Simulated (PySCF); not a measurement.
Si(CF3)(Cl)2(H) (CHCl2F3Si), SMILES FC(F)(F)[SiH](Cl)Cl.

Coordinates come from a ωB97X-D3(BJ)/def2-SVP optimisation.

Method: PySCF with SMD-B3LYP/6-31G*.

Solvation free energies are E(SMD) − E(gas) at the gas-phase geometry, for 1 M in both phases. In vacuum the dipole moment is 1.29 D.

**Question.** Estimate the solvation free energies in water, toluene, n-hexane. (Estimate from the structure and the level; the computed values follow.)

**Answer.** 
```csv
solvent,ΔG(solv) (kcal/mol),its non-electrostatic (CDS) part,dipole (D)
water,2.1,3.9,1.70
toluene,-2.0,-1.2,1.46
n-hexane,-1.9,-1.3,1.42
```
